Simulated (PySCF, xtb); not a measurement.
Se(OH)(NMe2) (C2H7NOSe), SMILES [Se](N(C)C)O.

GFN2-xTB (xtb 6.7.1) at its own geometry gives an orbital gap of 3.78 eV and a dipole moment of 2.66 D.

Geometry optimised at PBE0-D3(BJ)/def2-SVP. The values are those of a single conformer.

**Question.** What does PBE/def2-TZVP in PySCF give? (The exact figures need the calculation; the answer reports its results.)

**Answer.** gap 3.79 eV (levels -5.13 and -1.34 eV), dipole 2.13 D.
